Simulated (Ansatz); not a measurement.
`F[Si](F)(Cl)[GeH3]` → `F[Si]Cl` + `[F][GeH3]` at 400 K and 1 bar (silylene formation by 1,1-elimination).

Calculated with Ansatz (gas phase, PBE0-D4/def2-TZVP geometries, no zero-point term in ΔE). CCSD(T)/CBS is the MP2 limit (def2-TZVPP, def2-QZVPP) plus CCSD(T) − MP2 in def2-TZVPP, frozen cores. This one scheme is used for every species. For Ge outer-core shells are correlated without core-valence functions, which leaves a few kJ/mol of doubt a bond. Scalar relativity is left out up to krypton.

```tsv
species	CCSD(T)/CBS energy (Eh)	H − E (kJ/mol)	S (J/(mol·K))
`F[Si](F)(Cl)[GeH3]`	-3026.54774	118.3	410.7
`F[Si]Cl`	-848.72390	26.7	290.0
`[F][GeH3]`	-2177.72589	83.9	268.6
```

H − E and S are ideal-gas, rigid-rotor, harmonic terms from PBE0-D4/def2-TZVP. 1 Eh = 2625.50 kJ/mol, R = 8.31446 J/(mol·K).

Problem. By hand: ΔE, ΔH, ΔS and ΔG.

Solution. ΔE = (-848.72390) + (-2177.72589) − (-3026.54774) = 0.09795 Eh = 257.2 kJ/mol. Δ(H − E) = 26.7 + 83.9 − 118.3 = -7.7, so ΔH = 249.5 kJ/mol. ΔS = 290.0 + 268.6 − 410.7 = 147.9 J/(mol·K). ΔG = 249.5 − 400 × (147.9)/1000 = 190.3 kJ/mol.

Problem. By hand: the equilibrium constant, and the temperature at which ΔG would vanish if ΔH and ΔS stayed fixed.

Solution. log₁₀ K = −ΔG/(RT ln 10) = -24.9. ΔG = 0 at ΔH/ΔS = 1687 K.

The number of gas molecules changes by +1, which sets the sign of ΔS. A doubt of 5 kJ/mol in ΔE shifts log₁₀ K by 0.7 here. These are equilibria of isolated gas molecules and say nothing of rates. Largest T1 diagnostic: 0.014 (customary marks: 0.02 for closed shells, 0.045 for open ones).
